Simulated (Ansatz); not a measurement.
Abridged output of a molecular run in Ansatz:

```
Functional definition: HF
816 factors; integrals over basis functions are off by at most 1.1e-3 eV
mean field evaluation 1: about -28022.9585 eV, gradient 2.7e1 eV
mean field evaluation 2: about -28022.9639 eV, gradient 2.7e1 eV
mean field evaluation 4: about -28024.8402 eV, gradient 2.3e0 eV
mean field evaluation 8: about -28024.8647 eV, gradient 1.2e-4 eV
mean field -28024.86470103 eV, -1029.8947818275 hartree, gradient 1.3e-6 eV, S^2 0.000000; 0 other end points of the search recorded, 0 dependent functions left out
16 core orbitals not correlated: weight in the atoms' cores, before any rotation towards them, 1.000 or more for the frozen orbitals, at most 0.000 for the correlated occupied ones
reference -28024.86470103 eV, -1029.8947818275 hartree; 12, 12 occupied and 60, 60 virtual orbitals, 816 factors
second order -12.89233478 eV of doubles, -0.00000000 eV of singles
cycle   1  -13.64093569 eV  change   -7.5e-1 eV  update   9.0e-2
cycle   2  -14.02545600 eV  change   -3.8e-1 eV  update   2.7e-2
cycle   3  -14.11057298 eV  change   -8.5e-2 eV  update   1.4e-2
cycle   4  -14.10675057 eV  change    3.8e-3 eV  update   3.5e-3
cycle   5  -14.10479950 eV  change    2.0e-3 eV  update   1.3e-3
cycle   6  -14.10483528 eV  change   -3.6e-5 eV  update   4.8e-4
cycle   7  -14.10472882 eV  change    1.1e-4 eV  update   1.6e-4
cycle   8  -14.10471041 eV  change    1.8e-5 eV  update   6.3e-5
cycle   9  -14.10473646 eV  change   -2.6e-5 eV  update   2.3e-5
perturbative correction -0.31017554 eV, -0.0113987407 hartree
Total energy: -28039.27961303 eV, -1030.4245200724 hartree
```

Its atoms:

```xyz
8

F    -0.5308   -1.8302   -1.0675
Si    0.7706   -1.0578   -0.5505
S     0.5845    1.0219   -0.8999
Al   -0.8962    1.4808    0.6465
H     0.9104   -1.3671    0.8896
H     1.9257   -1.5412   -1.3376
H    -1.3448    0.3261    1.6258
H    -1.4194    2.9677    0.6936
```

(1) Which basis set was used?
A. def2-TZVPP
B. cc-pV(T+d)Z
C. def2-QZVPP
D. def2-SVP

(2) Write the keys of the input that set method, charge and spin (a neutral closed shell needs none for the last two).

Answers

(1) D. It gives 88 functions.

(2) 
```yaml
correlation: {method: ccsd_t}
```
